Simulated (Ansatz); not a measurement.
Cost and result for the atomization energy of C2H6SiTe, SMILES `C=C([SiH3])[TeH]` (10 atoms, 9 bonds).

| atom | x (Å) | y (Å) | z (Å) |
| --- | --- | --- | --- |
| C1 | -1.363 | -0.565 | -0.861 |
| C2 | -0.451 | 0.194 | -0.257 |
| Si3 | 0.957 | -0.522 | 0.730 |
| Te4 | -0.640 | 2.294 | -0.287 |
| H5 | -2.193 | -0.163 | -1.436 |
| H6 | -1.309 | -1.649 | -0.797 |
| H7 | 0.823 | -0.149 | 2.162 |
| H8 | 2.247 | 0.019 | 0.226 |
| H9 | 0.944 | -2.002 | 0.586 |
| H10 | 0.985 | 2.542 | -0.066 |

Total charge 0; spin multiplicity 1. Correlated methods include outer-core shells of Te, which these sets cover unevenly. Te takes the def2 core potential. The structure was optimised at the PBE0-D4/def2-TZVP level. Program: Ansatz. All runs use 4 threads of an Arm Neoverse V2 on a shared host. Times are those of one run each, without the atoms' runs, and a repeat can differ threefold. Electronic energies, without spin–orbit coupling; frozen cores. CCSD(T)/CBS adds CCSD(T) − MP2 in def2-TZVPP to the MP2 limit, and its time is that of the two runs behind it. T1 = 0.012. With those shells the extrapolation isn't a true limit. B3LYP takes the VWN-RPA correlation (the form of Gaussian; ORCA's B3LYP/G).

CCSD(T)/CBS is a level of theory with its own doubt, some kJ/mol a heavy atom from the limit and from the frozen cores, so smaller differences don't rank the functionals.

```
                            level  functions  wall time  atomization (kcal/mol)  difference from CCSD(T)/CBS  per bond
             revPBE-D4/def2-TZVPP        238      1.8 s                   792.2                         -8.7      -1.0
               BLYP-D4/def2-TZVPP        238      1.9 s                   796.1                         -4.8      -0.5
  PBE-D4/def2-TZVPP (with forces)        238      2.2 s                   808.1                          7.2       0.8
          CAM-B3LYP-D4/def2-TZVPP        238      3.1 s                   797.4                         -3.5      -0.4
              BHLYP-D4/def2-TZVPP        238      3.7 s                   779.0                        -21.9      -2.4
B3LYP-D4/def2-TZVPP (with forces)        238      4.2 s                   798.3                         -2.6      -0.3
            r2SCANh-D4/def2-TZVPP        238      4.7 s                   792.8                         -8.1      -0.9
                 CCSD(T)/def2-SVP        102      4.9 s                   749.4                        -51.5      -5.7
                B2PLYP/def2-TZVPP        238        5 s                   787.0                        -13.9      -1.5
               ωB97X-V/def2-TZVPP        238        7 s                   798.9                         -2.0      -0.2
                   MP2/def2-QZVPP        446       16 s                   796.4                         -4.5      -0.5
               CCSD(T)/def2-TZVPP        238    2.3 min                   778.4                        -22.5      -2.5
                CCSD(T)/CBS(def2)          –    2.5 min                   800.9                          0.0       0.0
```

From PBE to PBE0 (25 % exact exchange), in def2-TZVPP and without D4, the atomization energy moves by −10.7 kcal/mol: exact exchange takes away binding that semilocal exchange gives to molecules. Leaving LDA and LC-ωPBE aside and taking each functional with its dispersion term where it has one, the values spread over 29.1 kcal/mol, from BHLYP-D4 to PBE-D4. LDA lies +102.7 kcal/mol from PBE without D4, its usual overbinding. The D4 term adds +10.3 kcal/mol with B3LYP and +5.4 kcal/mol with PBE0; it sums over pairs of atoms, weighted by their polarisabilities, and B3LYP, whose exchange is more repulsive, gets the larger term.

Spin–orbit coupling would lower the free Te atoms strongly, and the atomization energy with them, by more than many differences here.
